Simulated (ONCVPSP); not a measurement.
# u(r) = r·R(r): atom against pseudo-atom (oxygen)

Columns: radius, all-electron u(r) and pseudo u(r) of the 2p shell (level -9.20 eV) of oxygen in the configuration [He] 2s2 2p4; LDA (Perdew-Wang 92), scalar-relativistic, ONCV scheme, ONCVPSP 4.0.1.

| r (bohr) | all-electron | pseudo |
| --- | --- | --- |
| 0.053 | 0.0349 | 0.0110 |
| 0.105 | 0.1124 | 0.0438 |
| 0.158 | 0.2106 | 0.1005 |
| 0.210 | 0.3115 | 0.1771 |
| 0.262 | 0.4087 | 0.2692 |
| 0.315 | 0.4993 | 0.3704 |
| 0.368 | 0.5790 | 0.4713 |
| 0.420 | 0.6460 | 0.5659 |
| 0.473 | 0.7027 | 0.6570 |
| 0.525 | 0.7475 | 0.7403 |
| 0.578 | 0.7832 | 0.8152 |
| 0.630 | 0.8092 | 0.8719 |
| 0.683 | 0.8275 | 0.9055 |
| 0.735 | 0.8386 | 0.9127 |
| 0.788 | 0.8437 | 0.8994 |
| 0.840 | 0.8437 | 0.8761 |
| 0.893 | 0.8392 | 0.8525 |
| 0.945 | 0.8313 | 0.8345 |
| 0.998 | 0.8202 | 0.8204 |
| 1.050 | 0.8068 | 0.8068 |
| 1.102 | 0.7916 | 0.7916 |
| 1.155 | 0.7745 | 0.7745 |
| 1.208 | 0.7562 | 0.7562 |
| 1.260 | 0.7373 | 0.7373 |
| 1.313 | 0.7174 | 0.7174 |
| 1.365 | 0.6975 | 0.6975 |

(1) How many radial nodes do the two functions have?

(2) At about which radius was the pseudo-wave matched?

(3) Where does each function peak?

(4) Is the pseudo-wave norm-conserving?

Answers

(1) The all-electron 2p function has n − l − 1 = 0; the pseudo-wave has 0.

(2) 1.05 bohr, where the columns begin to agree (steps of 0.05 bohr).

(3) Outermost all-electron maximum near 0.79 bohr, pseudo maximum near 0.73 bohr (to the table’s step).

(4) Yes: the ONCV scheme keeps the norm inside the radius equal to the all-electron one, which fixes the energy derivative of the logarithmic derivative at the level.
